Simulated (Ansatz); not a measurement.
SiPt₂ (the lowest singlet isomer of a short search), 3 atoms. Hardware: 4 threads of Arm Neoverse V1 on a shared host.

In the def2 sets Pt takes a core potential; there is no spin–orbit coupling. Correlated methods freeze 5 core orbitals; core or outer-core shells of Pt are correlated, in sets that lack core-valence functions.

Problem. How many basis functions does each of these Ansatz runs have, and roughly what does it cost? RPA@PBE/def2-TZVP, charge 0 quintet, energy, from earlier orbitals; PBE with 15 % exact exchange/def2-TZVP, charge 0 quintet, energy, from earlier orbitals; PBE0-D4/def2-TZVP, charge 1 doublet at the geometry of the charge 0 singlet, energy; PBE-QIDH/def2-TZVP, charge 0 triplet, energy, from earlier orbitals; r2SCAN-D4/def2-TZVPD, charge -1 doublet at the geometry of the charge 0 singlet, energy, from earlier orbitals; CCSD(T)/def2-TZVPP, charge 0 singlet, energy, from earlier orbitals; PBE-D4/def2-SVP, charge 0 singlet, energy, from earlier orbitals; PBE0-D4/def2-TZVP, charge 0 quintet, relaxation, 5 steps; r2SCAN-D4/def2-TZVP, charge 0 singlet, energy, from earlier orbitals; PBE-D4/def2-TZVP, charge 0 triplet, energy, from earlier orbitals; PBE0-D4/def2-SVP, charge 0 unrestricted singlet, energy with a search over starts; revPBE-D4/def2-TZVP, charge 0 triplet, energy, from earlier orbitals.

Solution. Other jobs shared the machine, so times can vary by a factor of up to 3. A dash marks memory too small to be measured apart from the calling script's.

| run | functions | fitting or Cholesky vectors | wall time | peak host memory (GiB) |
| --- | --- | --- | --- | --- |
| PBE-D4/def2-SVP, charge 0 singlet, energy, from earlier orbitals | 82 | 862 | 0.7 s | – |
| PBE0-D4/def2-SVP, charge 0 unrestricted singlet, energy with a search over starts | 82 | 818 | 1.6 s | – |
| r2SCAN-D4/def2-TZVP, charge 0 singlet, energy, from earlier orbitals | 117 | 1044 | 2.3 s | – |
| revPBE-D4/def2-TZVP, charge 0 triplet, energy, from earlier orbitals | 117 | 1044 | 3.4 s | – |
| PBE0-D4/def2-TZVP, charge 1 doublet at the geometry of the charge 0 singlet, energy | 117 | 1096 | 4.1 s | – |
| PBE-D4/def2-TZVP, charge 0 triplet, energy, from earlier orbitals | 117 | 1044 | 4.3 s | – |
| PBE-QIDH/def2-TZVP, charge 0 triplet, energy, from earlier orbitals | 117 | 966 | 6 s | – |
| r2SCAN-D4/def2-TZVPD, charge -1 doublet at the geometry of the charge 0 singlet, energy, from earlier orbitals | 129 | 1029 | 7.5 s | – |
| CCSD(T)/def2-TZVPP, charge 0 singlet, energy, from earlier orbitals | 154 | 1027 | 10 s | 0.88 |
| RPA@PBE/def2-TZVP, charge 0 quintet, energy, from earlier orbitals | 117 | 966 | 12 s | – |
| PBE with 15 % exact exchange/def2-TZVP, charge 0 quintet, energy, from earlier orbitals | 117 | 1044 | 14 s | – |
| PBE0-D4/def2-TZVP, charge 0 quintet, relaxation, 5 steps | 117 | 1064 | 21 s | – |
